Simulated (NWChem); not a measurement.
System: GeHClF₂; SMILES [Cl][GeH]([F])[F]

The following NWChem deck was run.

```
start job
memory heap 200 mb stack 900 mb global 1100 mb
geometry units angstroms noautoz
  Ge     0.273923     0.371297     0.000000
  F     -0.506625     1.063952    -1.365682
  F     -0.506625     1.063952     1.365682
  Cl    -0.127279    -1.710954     0.000000
  H      1.755115     0.718128     0.000000
end
basis spherical
  * library def2-svp
end
dft
  xc pbe0
  iterations 150
  vectors input atomic output neutral.movecs
end
task dft energy
charge 1
dft
  odft
  mult 2
  vectors input atomic output cation.movecs
end
task dft energy
```

Structure relaxed at the PBE0/def2-SVP level.

Ions are spin-unrestricted doublets at the neutral geometry; other ion states weren't tried.

Q: Predict the main results of this run. (PBE0/def2-SVP, vertical spin-unrestricted ions.) Quantities: vertical ionisation energy, ΔSCF (eV); −ε(HOMO) (eV).

A: 
```
Quantity                               Value
-------------------------------------  -----
vertical ionisation energy, ΔSCF (eV)  12.56
−ε(HOMO) (eV)                           9.85
```
